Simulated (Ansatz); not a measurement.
Program: Ansatz. Geometries: PBE0-D4/def2-TZVP. ΔE: electronic, gas phase. CBS: MP2 limit from def2 TZ/QZ plus the TZ coupled-cluster correction, frozen cores. DFT in def2-TZVPP. B3LYP here is the variant with VWN-RPA as its local correlation; programs differ in this. HSE06 is defined as in plane-wave codes. One conformer a species, not always the lowest.

Reaction (redistribution): `BN([SiH2][SiH3])[Si](C)(C)C` + `BC=C` → `B[Si](C)(C)C` + `BN(C=C)[SiH2][SiH3]`

```json
{"level": "PBE-D4", "ΔE (kcal/mol)": "33.1", "difference from CCSD(T)/CBS": "-4.6"}
{"level": "revPBE-D4", "ΔE (kcal/mol)": "33.4", "difference from CCSD(T)/CBS": "-4.3"}
{"level": "BLYP-D4", "ΔE (kcal/mol)": "36.1", "difference from CCSD(T)/CBS": "-1.6"}
{"level": "B97M-V", "ΔE (kcal/mol)": "37.9", "difference from CCSD(T)/CBS": "0.2"}
{"level": "PBE0-D4", "ΔE (kcal/mol)": "34.8", "difference from CCSD(T)/CBS": "-2.9"}
{"level": "B3LYP-D4", "ΔE (kcal/mol)": "37.2", "difference from CCSD(T)/CBS": "-0.5"}
{"level": "r2SCANh-D4", "ΔE (kcal/mol)": "36.6", "difference from CCSD(T)/CBS": "-1.1"}
{"level": "r2SCAN0-D4", "ΔE (kcal/mol)": "37.1", "difference from CCSD(T)/CBS": "-0.6"}
{"level": "HSE06-D4", "ΔE (kcal/mol)": "34.7", "difference from CCSD(T)/CBS": "-3.0"}
{"level": "BHLYP-D4", "ΔE (kcal/mol)": "39.2", "difference from CCSD(T)/CBS": "1.5"}
{"level": "CAM-B3LYP-D4", "ΔE (kcal/mol)": "37.6", "difference from CCSD(T)/CBS": "-0.1"}
{"level": "ωB97X-V", "ΔE (kcal/mol)": "36.2", "difference from CCSD(T)/CBS": "-1.5"}
{"level": "ωB97M-V", "ΔE (kcal/mol)": "38.5", "difference from CCSD(T)/CBS": "0.8"}
{"level": "B2PLYP", "ΔE (kcal/mol)": "36.8", "difference from CCSD(T)/CBS": "-0.9"}
{"level": "PBE-QIDH", "ΔE (kcal/mol)": "36.4", "difference from CCSD(T)/CBS": "-1.3"}
{"level": "PBE", "ΔE (kcal/mol)": "31.5", "difference from CCSD(T)/CBS": "-6.2"}
{"level": "revPBE", "ΔE (kcal/mol)": "30.7", "difference from CCSD(T)/CBS": "-7.0"}
{"level": "BLYP", "ΔE (kcal/mol)": "33.2", "difference from CCSD(T)/CBS": "-4.5"}
{"level": "r2SCAN", "ΔE (kcal/mol)": "35.6", "difference from CCSD(T)/CBS": "-2.1"}
{"level": "PBE0", "ΔE (kcal/mol)": "33.3", "difference from CCSD(T)/CBS": "-4.4"}
{"level": "B3LYP", "ΔE (kcal/mol)": "34.7", "difference from CCSD(T)/CBS": "-3.0"}
{"level": "r2SCAN0", "ΔE (kcal/mol)": "36.3", "difference from CCSD(T)/CBS": "-1.4"}
{"level": "HSE06", "ΔE (kcal/mol)": "33.2", "difference from CCSD(T)/CBS": "-4.5"}
{"level": "BHLYP", "ΔE (kcal/mol)": "36.9", "difference from CCSD(T)/CBS": "-0.8"}
{"level": "CAM-B3LYP", "ΔE (kcal/mol)": "35.9", "difference from CCSD(T)/CBS": "-1.8"}
{"level": "LC-ωPBE", "ΔE (kcal/mol)": "34.1", "difference from CCSD(T)/CBS": "-3.6"}
{"level": "RPA@PBE/def2-TZVPP", "ΔE (kcal/mol)": "37.1", "difference from CCSD(T)/CBS": "-0.6"}
{"level": "HF/def2-SVP", "ΔE (kcal/mol)": "35.8", "difference from CCSD(T)/CBS": "-1.9"}
{"level": "MP2/def2-SVP", "ΔE (kcal/mol)": "36.5", "difference from CCSD(T)/CBS": "-1.2"}
{"level": "CCSD/def2-SVP", "ΔE (kcal/mol)": "34.6", "difference from CCSD(T)/CBS": "-3.1"}
{"level": "CCSD(T)/def2-SVP", "ΔE (kcal/mol)": "34.6", "difference from CCSD(T)/CBS": "-3.1"}
{"level": "HF/def2-TZVPP", "ΔE (kcal/mol)": "38.2", "difference from CCSD(T)/CBS": "0.5"}
{"level": "MP2/def2-TZVPP", "ΔE (kcal/mol)": "39.1", "difference from CCSD(T)/CBS": "1.4"}
{"level": "SCS-MP2/def2-TZVPP", "ΔE (kcal/mol)": "38.5", "difference from CCSD(T)/CBS": "0.8"}
{"level": "CCSD/def2-TZVPP", "ΔE (kcal/mol)": "37.4", "difference from CCSD(T)/CBS": "-0.3"}
{"level": "CCSD(T)/def2-TZVPP", "ΔE (kcal/mol)": "37.4", "difference from CCSD(T)/CBS": "-0.3"}
{"level": "SCS-MP2/def2-QZVPP", "ΔE (kcal/mol)": "38.8", "difference from CCSD(T)/CBS": "1.1"}
{"level": "HF/CBS(def2)", "ΔE (kcal/mol)": "38.5", "difference from CCSD(T)/CBS": "0.8"}
{"level": "MP2/CBS(def2)", "ΔE (kcal/mol)": "39.4", "difference from CCSD(T)/CBS": "1.7"}
{"level": "CCSD/CBS(def2)", "ΔE (kcal/mol)": "37.7", "difference from CCSD(T)/CBS": "0.0"}
{"level": "CCSD(T)/CBS", "ΔE (kcal/mol)": "37.7", "difference from CCSD(T)/CBS": "0"}
```

Largest T1 diagnostic among the species: 0.014.

From r2SCAN to r2SCAN0 (25 % exact exchange), in def2-TZVPP and without D4, ΔE moves by +0.8 kcal/mol. At CCSD(T), def2-SVP lies −3.1 kcal/mol from the extrapolated value and def2-TZVPP −0.3 kcal/mol.

CCSD(T)/CBS has its own doubt, a few kJ/mol and more with outer-core shells, so smaller differences from it don't rank the levels.
